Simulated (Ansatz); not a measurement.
Two isomers of C2H6O2Si: A = `C=C(O)[SiH2]O`, B = `C1OC[SiH2]O1`.

Isolated molecules relaxed with PBE0-D4/def2-TZVP in Ansatz; ΔE leaves out vibrations. CCSD(T)/CBS adds triple-zeta CCSD(T) − MP2 to the extrapolated MP2 energy (def2 sets, frozen cores). DFT in def2-TZVPP. B3LYP here is the variant with VWN-RPA as its local correlation; programs differ in this. Each species was taken in one conformer, which may not be the lowest.

A:

```xyz
11

C    -0.413   -1.396    0.929
C    -0.113   -0.149    0.570
O    -0.293    0.942    1.370
Si    0.633    0.289   -1.095
O    -0.280    1.400   -1.894
H    -0.259   -2.214    0.237
H    -0.817   -1.642    1.909
H    -0.672    0.668    2.213
H     2.010    0.804   -0.863
H     0.660   -0.929   -1.934
H    -0.457    2.226   -1.441
```

B:

```xyz
11

C     1.3512   -0.4206   -0.1889
O     0.4416   -0.2680   -1.2421
C    -0.8916   -0.2382   -0.7303
Si   -0.6222    0.7433    0.8676
O     1.0068    0.4248    0.8846
H     2.3356   -0.1440   -0.5701
H     1.3582   -1.4632    0.1670
H    -1.2635   -1.2557   -0.5441
H    -1.5247    0.2270   -1.4852
H    -0.8812    2.2014    0.7777
H    -1.3102    0.1932    2.0638
```

Problem. Which isomer does CCSD(T)/CBS put lower? Give the gap. (Best estimate.)

Solution. The calculation gave: A, by 33.9 kJ/mol.

Problem. Give E(B) − E(A) in kJ/mol with B3LYP, HF/def2-TZVPP, BLYP-D4, PBE0-D4, B2PLYP, B3LYP-D4, CCSD/def2-TZVPP. (An estimate is asked.)

Solution. The calculation gave: B3LYP 37.7, HF/def2-TZVPP 30.5, BLYP-D4 43.2, PBE0-D4 19.7, B2PLYP 35.0, B3LYP-D4 35.8, CCSD/def2-TZVPP 28.1. None reverses the order clearly.

Problem. Does the order hold for the free energy at 298.15 K (harmonic terms from PBE0-D4)? (An estimate is asked.)

Solution. Ansatz gave: Yes: G(B) − G(A) = +50.0 kJ/mol, for one conformer each.

Largest T1 diagnostic: 0.013.

From r2SCAN to r2SCAN0 (25 % exact exchange), in def2-TZVPP and without D4, E(B) − E(A) moves by −5.5 kJ/mol. Leaving LDA and LC-ωPBE aside and taking each functional with its dispersion term where it has one, the values, not all of them listed here, spread over 29.3 kJ/mol, from ωB97X-V to BLYP-D4. LDA lies −21.0 kJ/mol from PBE without D4.
